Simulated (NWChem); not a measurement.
Atomisation of C$_{2}$H$_{6}$OSi$_{2}$

```xyz
11

C      0.1620    -1.6117     0.0000
C      1.3072    -0.8928     0.0000
Si     1.1006     0.9679     0.0000
Si    -1.2306     0.6365     0.0000
O     -1.0861    -1.0826     0.0000
H      0.1395    -2.7086     0.0000
H      2.2549    -1.4380     0.0000
H      1.6505     1.6549    -1.2073
H      1.6505     1.6549     1.2073
H     -2.0008     1.0319    -1.2122
H     -2.0008     1.0319     1.2122
```
Charge 0, spin multiplicity 1.

The numbers come from NWChem runs, not from measurements. All single points use one geometry, from B3LYP/def2-SVP, a minimum by its harmonic frequencies. It is one conformer; others weren't searched.

Basis set: def2-SVP. The atomisation energy is electronic alone: no zero-point, thermal, spin-orbit or counterpoise terms. No value is extrapolated to the basis-set limit. Free atoms are single determinants with multiplicities C 3, Si 3, O 3, H 2. Correlated methods freeze the same cores in atoms and molecule, 13 orbitals in all.

The cost column gives rough processor time relative to HF; each entry includes its own SCF. Costs are the molecule's.

B3LYP has NWChem's definition, with VWN1-RPA local correlation. GW and range-separated runs recompute their integrals, the others keep them in memory, which bears on the times. The structure started from a generated list of species. No SCF solution was tested for a lower state. Open-shell Hartree-Fock references start from PBE0 orbitals; any time given for them includes that run.

```tsv
method	atomisation energy (kcal/mol)	relative cost
PBE0	982.7	under 3
TPSS	…	4
PBE	999.3	under 3
B3LYP	…	under 3
r2SCAN	988.8	4
CAM-B3LYP	983.4	20
MP2	937.8	under 3
HF	…	1
```

**Question.** Fill in the missing entries.

**Answer.** 
- TPSS, atomisation energy (kcal/mol): 995.3
- B3LYP, atomisation energy (kcal/mol): 974.9
- HF, atomisation energy (kcal/mol): 722.3
